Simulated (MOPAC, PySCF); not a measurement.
C2H5NSi, SMILES `N(=[SiH2])C=C` (C–C–N–Si torsion 55°), neutral singlet in the gas phase. 

Cartesian coordinates (Å):
SMILES: C=CN=[SiH2]
```xyz
9

C     -1.3596    -0.0055     0.9552
C     -0.8237     0.6143    -0.1036
N      0.5010     0.6616    -0.4479
Si     1.6875    -0.3560    -0.7269
H     -2.4145     0.0898     1.1688
H     -0.7485    -0.5684     1.6499
H     -1.4710     1.2145    -0.7424
H      1.6024    -1.8357    -0.7584
H      3.0264     0.1854    -0.9948
```
Charge 0, multiplicity 1.

All levels are single points at this geometry (B3LYP-D3(BJ)/def2-TZVP); Pople sets use spherical d functions. Orbital energies aren't observables, and empty levels follow the basis.

| level | HOMO (eV) | LUMO (eV) | gap (eV) | dipole (D) | vertical IE, Delta-SCF (eV) |
|---|---|---|---|---|---|
| M06-2X/def2-TZVP in PySCF | -7.19 | -1.11 | 6.08 | 2.63 | 8.10 |
| B3LYP/6-311+G** in PySCF | -5.96 | -2.19 | 3.77 | 2.36 | – |
| B3LYP/LANL2DZ in PySCF | -5.85 | -2.05 | 3.80 | 2.10 | – |
| BP86/6-31G* in PySCF | -4.93 | -2.53 | 2.40 | 1.75 | – |
| AM1 in MOPAC | -8.79 | -0.58 | 8.21 | 1.36 | – |
| PM6 in MOPAC | -8.45 | -0.83 | 7.62 | 3.29 | – |
